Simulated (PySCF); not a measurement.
PySCF input for ZrH3, SMILES [ZrH3] (connectivity only; charge and spin as stated), neutral, multiplicity 2, TDA-PBE/def2-TZVPD. Coordinates come from a B3LYP-D3(BJ)/def2-TZVPD optimisation. The geometry has at least one imaginary mode, so it is a saddle point at that level. The multiplicity is an assumed one; other spin states were not compared. The def2 effective core potentials stand for the cores of Zr; spin–orbit coupling is left out.

```python
import numpy as np
from pyscf import gto, scf, dft, tdscf

mol = gto.M(
    atom='''
    Zr    0.00000000    0.00000000    0.00000000
    H     1.86523055    0.00000000    0.00000000
    H    -0.93261527    1.61533704    0.00000000
    H    -0.93261528   -1.61533704    0.00000000
    ''',
    basis='def2-TZVPD',
    ecp={'Zr': 'def2-tzvp'},
    charge=0,
    spin=1,
    max_memory=1600,
    verbose=4,
)
mf = dft.UKS(mol, xc='pbe').density_fit(auxbasis='def2-universal-jkfit')
mf.grids.level = 3
mf.conv_tol = 1e-9
mf.max_cycle = 100
mf.kernel()
fine, coarse = mf.grids, dft.Grids(mol).set(level=1).build(with_non0tab=True)
for _ in range(3):  # follow internal instabilities
    mf.grids = coarse
    mo, _, stable, _ = mf.stability(return_status=True, nroots=4)
    mf.grids = fine
    if stable:
        break
    mf.kernel(mf.make_rdm1(mo, mf.mo_occ))
mf.grids = dft.Grids(mol).set(level=1).build(with_non0tab=True)  # coarser grid for the response kernel
td = tdscf.TDA(mf)
td.nstates = 10
td.conv_tol = 1e-4
td.positive_eig_threshold = 1e-6
td.kernel(x0=td.get_init_guess(mf, 15))
td.analyze(verbose=3)
```

It prints:

```
PySCF version 2.14.0

[INPUT] verbose = 4
[INPUT] num. atoms = 4
[INPUT] num. electrons = 15
[INPUT] charge = 0
[INPUT] spin (= nelec alpha-beta = 2S) = 1
[INPUT] symmetry False subgroup None
[INPUT] Mole.unit = angstrom
[INPUT] Symbol           X                Y                Z      unit          X                Y                Z       unit  Magmom
[INPUT]  1 Zr     0.000000000000   0.000000000000   0.000000000000 AA    0.000000000000   0.000000000000   0.000000000000 Bohr   0.0
[INPUT]  2 H      1.865230550000   0.000000000000   0.000000000000 AA    3.524774898672   0.000000000000   0.000000000000 Bohr   0.0
[INPUT]  3 H     -0.932615270000   1.615337040000   0.000000000000 AA   -1.762387439887   3.052544604466   0.000000000000 Bohr   0.0
[INPUT]  4 H     -0.932615280000  -1.615337040000   0.000000000000 AA   -1.762387458785  -3.052544604466   0.000000000000 Bohr   0.0

nuclear repulsion = 10.704811482939
number of shells = 29
number of NR pGTOs = 93
number of NR cGTOs = 67
basis = def2-TZVPD
ecp = {'Zr': 'def2-tzvp'}


[settings echo left out]
init E= -43.1784998428365

WARN: alpha nocc = 8  HOMO -0.494824329905901 >= LUMO -0.49482430665619

  beta  nocc = 7  HOMO = -0.567166345041044  LUMO = -0.494824329905901

WARN: HOMO -0.494824329905901 >= LUMO -0.494824329905901

cycle= 1 E= -47.7941598602319  delta_E= -4.62  |g|= 1.22  |ddm|= 3.02
  alpha nocc = 8  HOMO = 0.0301100096013527  LUMO = 0.0462010997917768
  beta  nocc = 7  HOMO = -0.129878152123069  LUMO = 0.0369760848668432
  HOMO = 0.0301100096014  LUMO = 0.0369760848668  gap/eV = 0.18684
cycle= 2 E= -47.3602437427385  delta_E= 0.434  |g|= 1.36  |ddm|=  2.8
  alpha nocc = 8  HOMO = -0.168891792499549  LUMO = -0.14910476443933
  beta  nocc = 7  HOMO = -0.275024996485071  LUMO = -0.157882056186342
  HOMO = -0.1688917925  LUMO = -0.157882056186  gap/eV = 0.29959
cycle= 3 E= -48.7274373011812  delta_E= -1.37  |g|= 0.0911  |ddm|= 2.23
  alpha nocc = 8  HOMO = -0.153381353266016  LUMO = -0.100748936632791
  beta  nocc = 7  HOMO = -0.233228082039598  LUMO = -0.100849303989716
  HOMO = -0.153381353266  LUMO = -0.10084930399  gap/eV = 1.42947
cycle= 4 E= -48.7319581496279  delta_E= -0.00452  |g|= 0.0317  |ddm|= 0.25
  alpha nocc = 8  HOMO = -0.166971857507925  LUMO = -0.115171681636381
  beta  nocc = 7  HOMO = -0.248899342553391  LUMO = -0.115818752507913
  HOMO = -0.166971857508  LUMO = -0.115818752508  gap/eV = 1.39195
cycle= 5 E= -48.7329059037506  delta_E= -0.000948  |g|= 0.00507  |ddm|= 0.088
  alpha nocc = 8  HOMO = -0.167059240846313  LUMO = -0.114960097752534
  beta  nocc = 7  HOMO = -0.247705307175026  LUMO = -0.11509573092828
  HOMO = -0.167059240846  LUMO = -0.115095730928  gap/eV = 1.41400
cycle= 6 E= -48.7329116556595  delta_E= -5.75e-06  |g|= 0.00478  |ddm|= 0.0112
  alpha nocc = 8  HOMO = -0.16686645112327  LUMO = -0.114768183262262
  beta  nocc = 7  HOMO = -0.248033024633056  LUMO = -0.114774911376855
  HOMO = -0.166866451123  LUMO = -0.114774911377  gap/eV = 1.41748
cycle= 7 E= -48.7329271315706  delta_E= -1.55e-05  |g|= 0.000521  |ddm|= 0.00611
  alpha nocc = 8  HOMO = -0.166750682288181  LUMO = -0.114644421261933
  beta  nocc = 7  HOMO = -0.248043981490808  LUMO = -0.114645303277966
  HOMO = -0.166750682288  LUMO = -0.114645303278  gap/eV = 1.41786
cycle= 8 E= -48.7329273431481  delta_E= -2.12e-07  |g|= 6.73e-05  |ddm|= 0.0011
  alpha nocc = 8  HOMO = -0.166745092398975  LUMO = -0.114625093547307
  beta  nocc = 7  HOMO = -0.248030301438912  LUMO = -0.114627375676148
  HOMO = -0.166745092399  LUMO = -0.114627375676  gap/eV = 1.41820
cycle= 9 E= -48.7329273515198  delta_E= -8.37e-09  |g|= 2.83e-05  |ddm|= 0.000281
  alpha nocc = 8  HOMO = -0.166743392962219  LUMO = -0.114621472869573
  beta  nocc = 7  HOMO = -0.248035293433852  LUMO = -0.114621621438302
  HOMO = -0.166743392962  LUMO = -0.114621621438  gap/eV = 1.41831
cycle= 10 E= -48.732927352654  delta_E= -1.13e-09  |g|= 8.05e-06  |ddm|= 8.9e-05
  alpha nocc = 8  HOMO = -0.166744388565252  LUMO = -0.114621316677172
  beta  nocc = 7  HOMO = -0.248036586650594  LUMO = -0.114622232243914
  HOMO = -0.166744388565  LUMO = -0.114622232244  gap/eV = 1.41832
cycle= 11 E= -48.7329273527614  delta_E= -1.07e-10  |g|= 2.03e-06  |ddm|= 3.04e-05
  alpha nocc = 8  HOMO = -0.166744980461724  LUMO = -0.114622019348475
  beta  nocc = 7  HOMO = -0.248037388141179  LUMO = -0.114622720101306
  HOMO = -0.166744980462  LUMO = -0.114622720101  gap/eV = 1.41832
Extra cycle  E= -48.7329273527583  delta_E= 3.12e-12  |g|= 3.08e-06  |ddm|= 8.69e-06
converged SCF energy = -48.7329273527583  <S^2> = 0.75170202  2S+1 = 2.0017013
tot grids = 15624
uhf_internal: lowest eigs of H = [0.19109737 0.20047747 0.20049674 0.21395645]
<class 'pyscf.df.df_jk.DFUKS'> wavefunction is stable in the internal stability analysis
tot grids = 15624
Overwritten attributes  positive_eig_threshold  of <class 'pyscf.tdscf.uks.TDA'>


******** <class 'pyscf.tdscf.uks.TDA'> for <class 'pyscf.df.df_jk.DFUKS'> ********
nstates = 10
deg_eia_thresh = 1.000e-03
wfnsym = None
conv_tol = 0.0001
eigh lindep = 1e-12
eigh level_shift = 0
eigh max_cycle = 100


Excitation energies (eV)
[0.73069095 0.73099013 2.06841628 2.06858508 2.95498183 3.02818987
 3.06620569 3.08368064 3.08382475 3.49673265]

** Excitation energies and oscillator strengths **
Excited State   1:      0.73069 eV   1696.81 nm  f=0.0000
Excited State   2:      0.73099 eV   1696.11 nm  f=0.0000
Excited State   3:      2.06842 eV    599.42 nm  f=0.0064
Excited State   4:      2.06859 eV    599.37 nm  f=0.0064
Excited State   5:      2.95498 eV    419.58 nm  f=0.0507
Excited State   6:      3.02819 eV    409.43 nm  f=0.1035
Excited State   7:      3.06621 eV    404.36 nm  f=0.0000
Excited State   8:      3.08368 eV    402.07 nm  f=0.0000
Excited State   9:      3.08382 eV    402.05 nm  f=0.0000
Excited State  10:      3.49673 eV    354.57 nm  f=0.0000
```

The run converged.

Cost: about 17 core-seconds (a rough figure).
